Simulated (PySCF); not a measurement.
A run for PySCF: R-B3LYP/6-311+G** on C2H5FO (a complex).

```python
from pyscf import gto, scf, dft, mp
from pyscf.data.elements import chemcore

mol = gto.M(
    atom='''
    O     0.33121130   -0.11506841   -0.57489067
    H     0.03161926   -0.85918360   -1.10668009
    H    -0.36169966    0.02173450    0.08274896
    C     0.94513541   -0.66954030    2.70597749
    C    -0.32683374   -0.46253166    2.97042605
    F    -1.21886655   -0.13605589    1.99599222
    H     1.33736806   -0.59007785    1.70078580
    H     1.61074754   -0.92413716    3.51776534
    H    -0.81045292   -0.51694379    3.93574975
    ''',
    basis='6-311+g**',
    charge=0, spin=0, verbose=3, max_memory=1800)
mf = dft.RKS(mol, xc='b3lyp')
mf.conv_tol = 1e-8
mf.max_cycle = 100
mf.kernel()
if not mf.converged:
    mf = mf.newton().run(mf.mo_coeff, mf.mo_occ)
```

Predict the final total energy.

-254.3475 hartree.
